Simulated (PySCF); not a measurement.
A mixed set of molecules. The calculation used TDDFT B3LYP/def2-SVPD, vertical, gas phase, core orbitals frozen in the response in PySCF. Geometries: GFN2-xTB; one conformer of each isolated species. Triplets are in the Tamm–Dancoff approximation.

Problem. Rank by computed lowest singlet excitation energy, highest first.
A. `O=C(Cl)C(F)(F)C(F)(F)F`
B. `C#C[C@@H]1C(=O)[SiH2][C@@H]1[SiH3]`
C. `Nc1cc2sccc2s1`
D. `CC(=O)N/C=C\CCl`
E. `C=C[SiH2]CC[SiH3]`
F. `C[Si]1(C)C[SiH2]C1`

Solution. F (6.39 eV), E (6.16 eV), D (5.09 eV), A (4.75 eV), C (4.05 eV), B (3.22 eV).

```tsv
SMILES	S1 (eV)	T1 (eV)	HOMO (eV)	LUMO (eV)	f (S1)	S1 mainly
C[Si]1(C)C[SiH2]C1	6.39	6.18	-7.26	0.18	0.003	H→L (98%)
C=C[SiH2]CC[SiH3]	6.16	4.40	-7.35	-0.55	0.130	H→L (74%)
CC(=O)N/C=C\CCl	5.09	3.61	-6.69	-1.19	0.024	H-1→L (82%)
O=C(Cl)C(F)(F)C(F)(F)F	4.75	4.21	-9.43	-2.92	0.001	H→L (98%)
Nc1cc2sccc2s1	4.05	3.00	-5.29	-0.62	0.008	H→L+1 (88%)
C#C[C@@H]1C(=O)[SiH2][C@@H]1[SiH3]	3.22	2.62	-6.69	-1.96	0.001	H→L (97%)
```

H and L stand for HOMO and LUMO.
